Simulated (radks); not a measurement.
The numbers below are computed, except where a source is named.
Problem. Coherent X-ray form factor from a spherical all-electron density. Level of theory: scalar-relativistic Kohn-Sham, PBE, spin-polarised, spherical densities, finite nucleus; Fermi nuclear charge, rms radius of each element as measured or else 0.836 A^(1/3) + 0.57 fm (a radial shooting solver on a logarithmic mesh with Libxc functionals).

| sin(theta)/lambda (1/angstrom) | f0 (electrons) |
|---|---|
| 0.05 | 59.563 |
| 0.1 | 56.455 |
| 0.15 | 53.054 |
| 0.2 | 49.650 |
| 0.25 | 46.302 |
| 0.3 | 43.134 |
| 0.4 | 37.653 |
| 0.5 | 33.239 |
| 0.6 | 29.569 |
| 0.8 | 23.808 |
| 1 | 19.852 |
| 1.25 | 16.720 |
| 1.5 | 14.511 |
| 2 | 10.736 |

The species is in the configuration that NIST lists as its ground one. Which atom or ion scatters so?

Solution. Neutral promethium, [Xe] 4f5 6s2. Extrapolating in s^2 from the first two rows gives f0(0) = 60.6, near the electron count 61; among species with that count, the fall with angle is slower the higher Z, and the table is that of Z = 61; from so few rows the species is fixed only to a neighbour or two.
